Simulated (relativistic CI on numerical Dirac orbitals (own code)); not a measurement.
# Slater and spin-orbit integrals, Au56+

Computed by Dirac-Coulomb-Breit CI, orbitals from a KLI potential per configuration, model QED (radiative potential, 1s self-energy scaled to tabulated hydrogen-like ionisation energies), unscaled Slater integrals (own radial code, finite nucleus).

Slater integrals F^k, G^k are unscaled and averaged over j, outside the closed core [Ne]; ζ comes from projecting the Hamiltonian with its Breit term on Σ l·s of the shell.

- 3s2 3p6 3d5: F^2(3d,3d) = 653630, F^4(3d,3d) = 422370, ζ(3d) = 316030 cm⁻¹; <r>(3d) = 0.1564, <r^2>(3d) = 0.02834 (bohr units).
- 3s2 3p5 3d6: ζ(3p) = 2.4085e+06, F^2(3d,3d) = 652800, F^4(3d,3d) = 421810, F^2(3p,3d) = 564620, G^1(3p,3d) = 598670, G^3(3p,3d) = 400110, ζ(3d) = 313770 cm⁻¹; <r>(3p) = 0.1744, <r^2>(3p) = 0.03531, <r>(3d) = 0.1566, <r^2>(3d) = 0.0284 (bohr units).
- 3s2 3p4 3d7: F^2(3p,3p) = 558670, ζ(3p) = 2.4074e+06, F^2(3d,3d) = 651950, F^4(3d,3d) = 421230, F^2(3p,3d) = 564230, G^1(3p,3d) = 598700, G^3(3p,3d) = 400000, ζ(3d) = 311520 cm⁻¹; <r>(3p) = 0.1745, <r^2>(3p) = 0.03536, <r>(3d) = 0.1568, <r^2>(3d) = 0.02847 (bohr units).

Question: Give the Racah parameters of the d shell in 3s2 3p6 3d5.

Answer: B = F²/49 − 5F⁴/441 = 8551 cm⁻¹ and C = 35F⁴/441 = 33522 cm⁻¹.

Averages of the first 10 configurations, taken without configuration mixing, which lowers the lowest level and can move excited configurations by several eV; other configurations of the list can lie among them:

```
 Configuration  Parity  States  Average energy above the lowest level (eV)
   3s2 3p6 3d5    even     252                                       205.7
   3s2 3p5 3d6     odd    1260                                       774.1
   3s2 3p4 3d7    even    1800                                      1351.7
    3s 3p6 3d6    even     420                                      1329.2
       3p6 3d7    even     120                                      2465.0
    3s 3p5 3d7     odd    1440                                      1896.0
3s2 3p6 3d4 4s    even     420                                      2392.5
3s2 3p6 3d4 4p     odd    1260                                      2604.2
3s2 3p4 3d6 4s    even    6300                                      3516.8
3s2 3p5 3d5 4s     odd    3024                                      2950.0
```
